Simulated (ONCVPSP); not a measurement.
## I (Z = 53): excitation energies, all-electron against ONCV

| Item | Value |
| --- | --- |
| Element | I (Z = 53) |
| Generator | ONCVPSP 4.0.1 |
| Type | optimised norm-conserving Vanderbilt (ONCV) |
| Functional | PBE |
| Relativity | scalar-relativistic |
| Frozen core | [Ar] 3d10 |
| Valence charge | 25 |
| Reference configuration | 4s2 4p6 4d10 5s2 5p5 |
| Partial waves | 4s+5s: rc 1.30 bohr, ncon 4, nbas 7, qcut 12.2 1/bohr, 2 projectors; 4p+5p: rc 1.25 bohr, ncon 3, nbas 6, qcut 13.8 1/bohr, 2 projectors; 4d: rc 1.05 bohr, ncon 5, nbas 10, qcut 16.8 1/bohr, 1 projector |
| Local potential | polynomial inside 1.00 bohr (lpopt 5, dvloc0 2 Ha) |
| Core correction | polynomial model core, fcfact 0.7 |

Energies are relative to the spin-unpolarised reference configuration 4s2 4p6 4d10 5s2 5p5; without spin polarisation the order of configurations can differ from experiment.

```json
{"valence configuration": "4s2 4p6 4d10 5s2 5p4", "charge": "+1", "ΔE all-electron (eV)": "11.131", "error AE − PS (meV)": "-2.3"}
{"valence configuration": "4s2 4p6 4d10 5s2 5p3", "charge": "+2", "ΔE all-electron (eV)": "30.978", "error AE − PS (meV)": "-6.8"}
{"valence configuration": "4s2 4p6 4d10 5s2 5p4.5", "charge": "+0.5", "ΔE all-electron (eV)": "4.532", "error AE − PS (meV)": "-0.9"}
```

**Question.** What are ΔE and the potential's error for 4s2 4p6 4d10 5s2 5p2?

**Answer.** ΔE = 60.307 eV all-electron; the error (AE − PS) is -14 meV.

Levels in the configuration 4s2 4p6 4d10 5s2 5p4.5:

```tsv
level	all-electron (eV)	pseudo (eV)
4s	-185.201	-185.202
4p	-132.174	-132.174
4d	-54.873	-54.873
5s	-21.697	-21.697
5p	-11.093	-11.092
```
